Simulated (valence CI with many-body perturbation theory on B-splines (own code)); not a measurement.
## E1 transitions of Te XLVIII

Calculated by relativistic CI+MBPT: three valence electrons over a frozen Dirac-Fock core [He], radial functions for each j: 11 s, 11 p, 9 d, 7 f, 5 g, 2 h, 1 i, with the one-electron correlation potential Σ1 (screened to all orders), the two-electron term Σ2, the three-electron term Σ3, Breit, model QED; selected single and double excitations, second order for the rest (own B-spline code, finite nucleus).

The last digits are not significant, and no measured levels were compared; by estimate large intervals hold to a few tenths of a per cent, small ones and those within an open d or f shell to about a per cent.

Lines 101 to 150 of 276 in falling wavelength, among levels below 5573.9 eV, chosen from the strongest by gf and those to the six lowest levels. Wavelengths and rates use the calculated energies. Electric multipoles are in the length gauge, E1 and E2 with the static RPA response of the core. Weak lines are less certain than strong ones. Lines between different terms over intervals too small for the method are left out, as are lines whose strength nearly cancels. The highest levels of a list are the least certain.

Levels are named by their leading jj configuration (3d3/2^4 stands for four electrons in 3d with j = 3/2), which in mixed levels can hold well under half, so a name can repeat and another be missing. Letters in brackets count levels of one name in rising energy.

| λ vac (Å) | Upper | Lower | A (s⁻¹) | log gf | Branch % |
| --- | --- | --- | --- | --- | --- |
| 2.792 | (2s 2p1/2 3s) J=3/2 | (2s 2p1/2 2p3/2) J=5/2 | 2.92e+13 | -0.86 | 60.4 |
| 2.783 | (2s 2p3/2 3s) J=3/2 [a] | (2s 2p3/2^2) J=5/2 | 3.38e+13 | -0.80 | 51.9 |
| 2.782 | (2s 2p1/2 3s) J=1/2 [a] | (2s 2p1/2 2p3/2) J=3/2 [a] | 3.91e+13 | -1.04 | 76.0 |
| 2.781 | (2s^2 3s) J=1/2 | (2s^2 2p3/2) J=3/2 | 4.12e+13 | -1.02 | 72.5 |
| 2.774 | (2s^2 3p3/2) J=3/2 | (2s 2p1/2 2p3/2) J=5/2 | 3.98e+12 | -1.74 | 27.6 |
| 2.773 | (2s 2p1/2 3s) J=3/2 | (2s 2p1/2 2p3/2) J=3/2 [a] | 2.29e+12 | -1.98 | 4.7 |
| 2.759 | (2s 2p1/2 3s) J=1/2 [b] | (2s 2p1/2 2p3/2) J=3/2 [a] | 9.56e+11 | -2.66 | 2.4 |
| 2.756 | (2s^2 3p3/2) J=3/2 | (2s 2p1/2 2p3/2) J=3/2 [a] | 8.87e+11 | -2.39 | 6.2 |
| 2.724 | (2s 2p1/2 3d3/2) J=3/2 [a] | (2s 2p1/2 2p3/2) J=3/2 [b] | 2.18e+13 | -1.01 | 24.3 |
| 2.713 | (2p1/2 2p3/2 3d5/2) J=3/2 | (2p1/2 2p3/2^2) J=1/2 | 3.84e+13 | -0.77 | 9.8 |
| 2.712 | (2s 2p1/2 3d3/2) J=5/2 | (2s 2p1/2 2p3/2) J=3/2 [b] | 7.08e+11 | -2.33 | 0.8 |
| 2.707 | (2p1/2^2 3d3/2) J=3/2 | (2p1/2^2 2p3/2) J=3/2 | 6.03e+13 | -0.58 | 91.0 |
| 2.707 | (2s 2p3/2 3d5/2) J=5/2 [a] | (2s 2p3/2^2) J=3/2 | 3.50e+13 | -0.64 | 11.6 |
| 2.706 | (2s 2p1/2 3d3/2) J=1/2 | (2s 2p1/2 2p3/2) J=3/2 [b] | 1.20e+13 | -1.58 | 1.9 |
| 2.705 | (2s 2p3/2 3d5/2) J=3/2 [a] | (2s 2p3/2^2) J=3/2 | 4.52e+13 | -0.70 | 17.0 |
| 2.704 | (2s 2p3/2 3d5/2) J=3/2 [a] | (2s 2p3/2^2) J=1/2 | 4.03e+13 | -0.75 | 15.2 |
| 2.704 | (2s 2p1/2 3d3/2) J=3/2 [b] | (2s 2p1/2 2p3/2) J=3/2 [b] | 1.70e+13 | -1.13 | 3.6 |
| 2.703 | (2s 2p1/2 3d5/2) J=5/2 [a] | (2s 2p1/2 2p3/2) J=3/2 [b] | 2.87e+13 | -0.72 | 8.0 |
| 2.702 | (2p1/2 2p3/2 3p1/2) J=3/2 [a] | (2s 2p3/2^2) J=1/2 | 3.18e+13 | -0.86 | 40.1 |
| 2.695 | (2s 2p1/2 3d3/2) J=3/2 [a] | (2s 2p1/2 2p3/2) J=5/2 | 1.75e+12 | -2.12 | 1.9 |
| 2.693 | (2s 2p3/2 3d5/2) J=1/2 | (2s 2p3/2^2) J=1/2 | 3.69e+14 | -0.09 | 87.4 |
| 2.692 | (2p1/2 2p3/2 3d5/2) J=3/2 | (2p1/2 2p3/2^2) J=5/2 | 3.71e+13 | -0.79 | 9.5 |
| 2.691 | (2p1/2 2p3/2 3d5/2) J=5/2 [a] | (2p1/2 2p3/2^2) J=5/2 | 1.14e+14 | -0.13 | 30.3 |
| 2.689 | (2p1/2 2p3/2 3d3/2) J=5/2 [b] | (2p1/2 2p3/2^2) J=3/2 | 2.13e+13 | -0.86 | 5.7 |
| 2.687 | (2p1/2^2 3d5/2) J=5/2 | (2p1/2^2 2p3/2) J=3/2 | 3.20e+14 | 0.32 | 99.5 |
| 2.687 | (2s 2p1/2 3d5/2) J=3/2 | (2s 2p1/2 2p3/2) J=1/2 | 2.67e+14 | 0.06 | 78.6 |
| 2.687 | (2p1/2 2p3/2 3d3/2) J=3/2 [b] | (2p1/2 2p3/2^2) J=3/2 | 2.83e+13 | -0.91 | 8.8 |
| 2.686 | (2s 2p1/2 3d5/2) J=3/2 | (2s 2p1/2 2p3/2) J=3/2 [b] | 5.75e+13 | -0.60 | 16.9 |
| 2.686 | (2s 2p1/2 3d5/2) J=5/2 [b] | (2s 2p1/2 2p3/2) J=3/2 [b] | 2.75e+14 | 0.25 | 81.2 |
| 2.684 | (2s 2p1/2 3d3/2) J=5/2 | (2s 2p1/2 2p3/2) J=5/2 | 5.82e+13 | -0.42 | 65.8 |
| 2.684 | (2s 2p3/2 3d3/2) J=3/2 [b] | (2s 2p3/2^2) J=3/2 | 9.16e+13 | -0.40 | 22.2 |
| 2.683 | (2p1/2 2p3/2 3d5/2) J=5/2 [b] | (2p1/2 2p3/2^2) J=5/2 | 1.76e+14 | 0.06 | 32.0 |
| 2.683 | (2s 2p3/2 3d3/2) J=3/2 [b] | (2s 2p3/2^2) J=1/2 | 8.51e+13 | -0.43 | 20.6 |
| 2.683 | (2s 2p3/2 3d3/2) J=5/2 [a] | (2s 2p3/2^2) J=5/2 | 2.34e+13 | -0.82 | 5.6 |
| 2.683 | (2p1/2^2 3p1/2) J=1/2 | (2s 2p1/2 2p3/2) J=3/2 [b] | 1.59e+12 | -2.47 | 6.2 |
| 2.681 | (2s 2p3/2 3d3/2) J=3/2 [a] | (2s 2p3/2^2) J=5/2 | 4.80e+13 | -0.68 | 9.8 |
| 2.681 | (2s 2p3/2 3d3/2) J=1/2 [b] | (2s 2p3/2^2) J=3/2 | 5.86e+13 | -0.90 | 16.9 |
| 2.681 | (2p1/2 2p3/2 3d5/2) J=3/2 | (2p1/2 2p3/2^2) J=3/2 | 2.05e+14 | -0.05 | 52.4 |
| 2.680 | (2p1/2 2p3/2 3d5/2) J=5/2 [a] | (2p1/2 2p3/2^2) J=3/2 | 2.04e+14 | 0.12 | 54.0 |
| 2.680 | (2s 2p1/2 3p1/2) J=3/2 | (2s^2 2p3/2) J=3/2 | 2.25e+12 | -2.01 | 1.1 |
| 2.677 | (2s 2p1/2 3d3/2) J=3/2 [a] | (2s 2p1/2 2p3/2) J=3/2 [a] | 2.87e+13 | -0.91 | 32.0 |
| 2.676 | (2s 2p1/2 3d3/2) J=3/2 [b] | (2s 2p1/2 2p3/2) J=5/2 | 1.45e+13 | -1.20 | 3.1 |
| 2.675 | (2s 2p1/2 3d5/2) J=5/2 [a] | (2s 2p1/2 2p3/2) J=5/2 | 2.37e+13 | -0.82 | 6.6 |
| 2.672 | (2p1/2 2p3/2 3d5/2) J=5/2 [b] | (2p1/2 2p3/2^2) J=3/2 | 3.56e+14 | 0.36 | 64.6 |
| 2.669 | (2s 2p3/2 3d5/2) J=5/2 [b] | (2s 2p3/2^2) J=3/2 | 5.21e+14 | 0.52 | 98.0 |
| 2.669 | (2s^2 3d3/2) J=3/2 | (2s^2 2p3/2) J=3/2 | 6.36e+13 | -0.57 | 22.4 |
| 2.668 | (2s 2p3/2 3d5/2) J=3/2 [b] | (2s 2p3/2^2) J=3/2 | 1.25e+14 | -0.27 | 34.1 |
| 2.667 | (2s 2p3/2 3d5/2) J=3/2 [b] | (2s 2p3/2^2) J=1/2 | 2.36e+14 | 0.00 | 64.3 |
| 2.666 | (2s 2p1/2 3d3/2) J=5/2 | (2s 2p1/2 2p3/2) J=3/2 [a] | 2.90e+13 | -0.73 | 32.8 |
| 2.665 | (2s 2p3/2 3d5/2) J=5/2 [a] | (2s 2p3/2^2) J=5/2 | 2.63e+14 | 0.23 | 87.2 |
